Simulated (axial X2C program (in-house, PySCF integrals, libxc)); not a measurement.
VH: properties at the nuclei

Computed with an in-house all-electron X2C program for linear molecules (integrals from PySCF): two-component X2C with atomic mean-field Coulomb and Gaunt terms, Gaussian nuclei, basis V dyall-cv3z, H dyall-v3z with contracted cores.

R = 1.682 Å (near the PBE0 minimum at charge 0 of the determinant lowest at the starting distance; the state shown can have its own minimum elsewhere).

Determinant lowest in the PBE0 search, Ω = 4 (⟨Sz⟩ = 2.00, ⟨Lz⟩ = 2.00 at PBE0), spin on the atoms V 2.07, H -0.07:

```csv
level,Eeff magnitude (GV/cm),Ws magnitude V (kHz),A∥/gI V (MHz),qzz V (a.u.),A∥/gI H (MHz),qzz H (a.u.),μ (D)
PBE0,0.313,0.03,254,-1.42,0.972,0.08,-2.66
HF,0.641,0.0622,222,-1.76,4.9,0.10,-1.68
B3LYP,0.333,0.032,263,-1.41,1.99,0.08,-2.59
TPSSh,0.309,0.0299,247,-1.42,1.74,0.08,-2.52
BP86,0.27,0.0262,269,-1.39,0.857,0.07,-2.38
```

Determinant 0.09 eV from it at PBE0 and this distance, Ω = 1 (⟨Sz⟩ = 2.00, ⟨Lz⟩ = -1.00 at PBE0), spin on the atoms V 2.08, H -0.08:

```json
{"level": "PBE0", "Eeff magnitude (GV/cm)": "0.225", "Ws magnitude V (kHz)": "0.0836", "A∥/gI V (MHz)": "184", "qzz V (a.u.)": "0.45", "A∥/gI H (MHz)": "-11.5", "qzz H (a.u.)": "0.08", "μ (D)": "-3.07"}
{"level": "HF", "Eeff magnitude (GV/cm)": "0.665", "Ws magnitude V (kHz)": "0.251", "A∥/gI V (MHz)": "95.3", "qzz V (a.u.)": "0.24", "A∥/gI H (MHz)": "4.66", "qzz H (a.u.)": "0.10", "μ (D)": "-1.92"}
{"level": "B3LYP", "Eeff magnitude (GV/cm)": "0.243", "Ws magnitude V (kHz)": "0.0911", "A∥/gI V (MHz)": "213", "qzz V (a.u.)": "0.50", "A∥/gI H (MHz)": "-8.57", "qzz H (a.u.)": "0.08", "μ (D)": "-2.95"}
{"level": "TPSSh", "Eeff magnitude (GV/cm)": "0.208", "Ws magnitude V (kHz)": "0.0788", "A∥/gI V (MHz)": "148", "qzz V (a.u.)": "0.44", "A∥/gI H (MHz)": "-9.73", "qzz H (a.u.)": "0.08", "μ (D)": "-3.00"}
{"level": "BP86", "Eeff magnitude (GV/cm)": "0.218", "Ws magnitude V (kHz)": "0.0824", "A∥/gI V (MHz)": "245", "qzz V (a.u.)": "0.53", "A∥/gI H (MHz)": "-9.8", "qzz H (a.u.)": "0.08", "μ (D)": "-2.65"}
```

Eeff is the effective electric field on the electron electric dipole moment in this Ω state and Ws the scalar–pseudoscalar constant of the nucleus named (defined with the proton number Z and per Ω); A∥ (defined per Ω) follows by multiplying with gI = μI/(I μN); qzz is the electric field gradient, eQq0 = 234.96 MHz × Q/barn × qzz; μ is positive if the H end (last atom) is positive. The operators were transformed with the bare-nucleus X2C matrices; with these basis sets, hyperfine constants and field gradients can be off by tens of per cent, and where levels differ in sign neither size nor sign is settled.

(1) With gI(51V) = 1.4711, Q(51V) = -0.052 barn (g factors from the IAEA table of nuclear moments by Stone; Q from Pyykkö, Mol. Phys. 2018), turn the PBE0 values of the first state into constants in MHz.

Each state is one determinant with collinear spin, which with several unpaired electrons need not be a pure state. Unrestricted Hartree–Fock can overshoot spin polarisation at the nuclei. With several open shells hyperfine constants can be off by a factor of several. Where Eeff spreads by more than a factor of two the levels disagree and none is to be relied on. Open-shell Ω = 0 determinants with evenly filled partner blocks cannot be reached by this program, so the Ω shown need not be the lowest component. States lie within half an eV, so the first need not be the ground state. Further determinants of the search, some of them spin-mixed, are not shown. Where a field gradient or hyperfine factor spreads by more than a factor of two over the levels, a constant derived from it is not to be relied on. PBE0 term energies can be off by some tenths of an eV.

Answers

(1) A∥(51V) = 254 × 1.4711 = 374 MHz; eQq0(51V) = 234.96 × (-0.052) × (-1.42) = 17.3 MHz.
